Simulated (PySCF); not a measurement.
C2H4BFO2, SMILES B1(OCOC1)F. Coordinates come from a PBE0-D3(BJ)/def2-SVP optimisation. This is a generated structure with no PubChem entry under its InChIKey; it may be hypothetical. The values are those of a single conformer.

Level of theory: PBE0-D3(BJ)/def2-SVP in PySCF.

Harmonic wavenumbers (cm⁻¹): 160, 206, 375, 460, 573, 736, 822, 900, 991, 1077, 1128, 1160, 1209, 1242, 1262, 1353, 1434, 1459, 1522, 1547, 3004, 3011, 3125, 3129. Rotational constants (GHz): 7.767, 3.247, 2.379; symmetry number 1.

Work out the zero-point energy and the ideal-gas rigid-rotor harmonic-oscillator thermochemistry at 298.15 K and 1 atm.

ZPE = ½ Σ hcν = ½ × 31885 cm⁻¹ = 190.72 kJ/mol. H − E(el) = 206.80 kJ/mol. Entropy in J/(mol K): translation 164.85, rotation 109.14, vibration 33.45, total 307.44. G − E(el) = 115.13 kJ/mol. Cp = 82.26 J/(mol K).
